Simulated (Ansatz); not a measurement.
**CFMgSi−: where a starting geometry ends**

The starting geometry of this gas-phase singlet was optimised with GFN2-xTB.

```xyz
4

C     0.6521   -4.3062    2.6806
F     0.3045   -0.6940   -1.8082
Mg    0.4013   -1.7713   -0.4676
Si    0.5447   -3.2481    1.3675
```

Task: Predict what becomes of its bonds when it is optimised with B3LYP-D3(BJ)/def2-SVPD.

Result: A new bond forms, giving a structure given below by its coordinates. Distances that change by over a tenth: Mg3–Si4 (2.36 → 3.16 Å). Contacts that close: C1–Mg3 (4.05 → 1.98 Å).

The energy falls by 2.15 eV over 24 steps:

| step | E − E(last) (eV) |
| --- | --- |
| 1 | 2.148 |
| 4 | 2.048 |
| 6 | 2.048 |
| 9 | 1.998 |
| 11 | 1.849 |
| 14 | 1.408 |
| 16 | 0.780 |
| 19 | 0.019 |
| 21 | 0.001 |
| 24 | 0.000 |

Final geometry (Å):

```yaml
atoms:
  - { symbol: C, position_ang: [0.9054, -3.3128, 1.3530] }
  - { symbol: F, position_ang: [0.7342, -0.9416, -1.6089] }
  - { symbol: Mg, position_ang: [0.7596, -2.0704, -0.1838] }
  - { symbol: Si, position_ang: [-0.4966, -3.6948, 2.2121] }
```

The end wasn't checked by frequencies. Run with Ansatz 0.2.0, 31 s on 2 threads of Arm Neoverse V1, on a shared host.
